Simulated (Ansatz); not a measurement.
Basis-set extrapolation for CH10N2Si2, SMILES `CN[SiH](N)[SiH3]` (PBE0-D4/def2-TZVP geometry, frozen core, Ansatz). Multiplicity 1, RHF reference.

```
                      def2-TZVPP   def2-QZVPP
                 HF  -730.586407  -730.612481
    MP2 correlation    -0.857307    -0.917956
CCSD(T) correlation    -0.954917      not run
```

Energies in hartree. Use E(X) = E(∞) + A·exp(−7.88·√X) for Hartree–Fock and E(X) = E(∞) + B·X^(−2.97) for correlation, with X = 3 and 4, and add CCSD(T) minus MP2 of the smaller set to the MP2 limit.

Problem. What is the CCSD(T) energy at the basis-set limit?

Solution. HF limit: -730.612481 + (-0.026074) × 0.13774 = -730.61607. MP2 limit: -0.917956 + (-0.060649) × 0.74074 = -0.96288. Higher-order term: -0.954917 − (-0.857307) = -0.09761. Total: -731.67656 hartree, 355.1 kJ/mol below CCSD(T)/def2-TZVPP.
